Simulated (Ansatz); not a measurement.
Cost and result for the atomization energy of ClFH4OSi2 (`O[SiH](F)[SiH2]Cl`) (9 atoms, 8 bonds).

```xyz
9

O    -0.104   -1.780    0.693
Si   -0.692   -0.580   -0.246
F    -0.808   -1.064   -1.768
Si    0.857    1.174   -0.130
Cl    0.709    1.993    1.758
H    -0.688   -2.486    0.973
H    -2.068   -0.204    0.167
H     2.250    0.707   -0.332
H     0.545    2.240   -1.115
```

The species carries charge 0 and has multiplicity 1. The structure was optimised at the PBE0-D4/def2-TZVP level. It is one conformer, not always the lowest. Program: Ansatz. All runs use 4 threads of a server CPU on a shared host. Times are those of one run each, without the atoms' runs, and a repeat can differ threefold. Electronic energies, without spin–orbit coupling; frozen cores. CCSD(T)/CBS adds CCSD(T) − MP2 in def2-TZVPP to the MP2 limit, and its time is that of the two runs behind it. T1 = 0.012. B3LYP takes the VWN-RPA correlation (the form of Gaussian; ORCA's B3LYP/G).

CCSD(T)/CBS is a level of theory with its own doubt, some kJ/mol a heavy atom from the limit and from the frozen cores, so smaller differences don't rank the functionals.

```
                             level  functions  wall time  atomization (kcal/mol)  difference from CCSD(T)/CBS  per bond
   PBE-D4/def2-TZVPP (with forces)        244     0.95 s                   748.5                         -3.0      -0.4
                PBE0-D4/def2-TZVPP        244      1.2 s                   737.0                        -14.5      -1.8
r2SCAN-D4/def2-TZVPP (with forces)        244      1.6 s                   748.1                         -3.4      -0.4
 B3LYP-D4/def2-TZVPP (with forces)        244      1.8 s                   740.9                        -10.6      -1.3
                 B2PLYP/def2-TZVPP        244      1.9 s                   735.5                        -16.0      -2.0
                ωB97X-V/def2-TZVPP        244      2.7 s                   751.8                          0.3       0.0
  ωB97M-V/def2-TZVPP (with forces)        244      3.8 s                   748.4                         -3.1      -0.4
                    MP2/def2-QZVPP        444      6.5 s                   758.5                          7.0       0.9
                CCSD(T)/def2-TZVPP        244       36 s                   726.7                        -24.8      -3.1
                 CCSD(T)/CBS(def2)          –       42 s                   751.5                          0.0       0.0
```

In def2-TZVPP, CCSD(T) changes the Hartree–Fock value by +174.5 kcal/mol (the triples alone add +10.3 kcal/mol) and MP2 by +191.3 kcal/mol; breaking electron pairs costs correlation energy, which Hartree–Fock lacks. From PBE to PBE0 (25 % exact exchange), in def2-TZVPP and without D4, the atomization energy moves by −10.8 kcal/mol: exact exchange takes away binding that semilocal exchange gives to molecules. The D4 term adds +8.5 kcal/mol with B3LYP and +4.5 kcal/mol with PBE0; it sums over pairs of atoms, weighted by their polarisabilities, and B3LYP, whose exchange is more repulsive, gets the larger term.
